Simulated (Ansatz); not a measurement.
A geometry relaxed with CAM-B3LYP-D3(BJ)/def2-TZVP (Ansatz, a first-principles code), charge 0, multiplicity 1:

```xyz
6

H     -2.2586    -0.7594    -0.1175
H     -1.3504     1.5531    -0.0068
C      1.6082    -0.2733     0.0579
N      2.7394    -0.0470     0.1118
Si    -1.0806     0.1055    -0.0414
N      0.3419    -0.5789    -0.0041
```

Task: Write the SMILES of this molecule.

Result: `N#CN=[SiH2]`
